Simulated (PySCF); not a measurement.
F₂GeH₃In, SMILES [F][In]([F])[GeH3].

Coordinates come from a PBE0-D3(BJ)/def2-SVP optimisation. The structure was generated by enumeration; whether it is a known compound was not checked. The def2 effective core potentials stand for the cores of In; spin–orbit coupling is left out.

Two levels are set side by side: PBE/def2-TZVP (PySCF) and B3LYP/def2-TZVP (PySCF). Same geometry, gas phase. Differences are taken from unrounded values.

| quantity | PBE |
|---|---|
| orbital gap (eV) | 4.71 |
| highest occupied level (eV) | -7.54 |
| lowest empty level (eV) | -2.83 |
| dipole moment (D) | 4.67 |
| mean polarisability (bohr³) | 69.8 |

Problem. These are the PBE values. What does B3LYP give? (Estimate from the structure and the level; the computed values follow.)

Solution. 
| quantity | B3LYP | PBE minus B3LYP |
|---|---|---|
| orbital gap (eV) | 6.31 | -1.60 |
| highest occupied level (eV) | -8.63 | 1.09 |
| lowest empty level (eV) | -2.32 | -0.51 |
| dipole moment (D) | 4.92 | -0.25 |
| mean polarisability (bohr³) | 66.9 | 2.9 |

Without exact exchange PBE keeps part of each electron's self-repulsion, which lifts occupied levels and narrows the gap. Loosely held outer electrons make PBE densities more polarisable. Differences between two approximate levels are no errors against the true value.

Rough cost on one machine, each run with all the roots and properties that it gave: B3LYP against PBE within a factor of 2.
